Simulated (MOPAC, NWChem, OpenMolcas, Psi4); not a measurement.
# SnCl2F2 (SMILES [F][Sn]([F])([Cl])[Cl]): the dipole moment, rung by rung

SnCl2F2: 5 atoms, total charge 0, spin state singlet. As SMILES, `[F][Sn]([F])([Cl])[Cl]`. The shape is that of a PBE0-D4/def2-TZVP optimisation.

Quantity: the dipole moment, in D. The values are calculated.

```tsv
level	kind	program	value (D)	CPU time
MNDO	semi-empirical	MOPAC	1.47	under 2 s
HF/def2-SVP (core potential)	Hartree–Fock	NWChem	1.73	21 s
SVWN5/def2-SVP (core potential)	LDA	OpenMolcas	1.41	12 s
PBE/def2-SVP (core potential)	GGA	NWChem	1.29	23 s
revPBE/def2-SVP (core potential)	GGA	OpenMolcas	1.25	15 s
M06-L/def2-SVP (core potential)	meta-GGA	OpenMolcas	1.22	19 s
TPSS/def2-SVP (core potential)	meta-GGA	OpenMolcas	1.22	20 s
BHLYP/def2-SVP (core potential)	global hybrid	OpenMolcas	1.62	14 s
wB97X-D/def2-SVP (density fitting, core potential)	range-separated hybrid	Psi4	1.44	12 s
```

The values span 1.22 to 1.73 D. Magnitudes only. CPU times are rough (shared hosts, several kinds of processor and program).
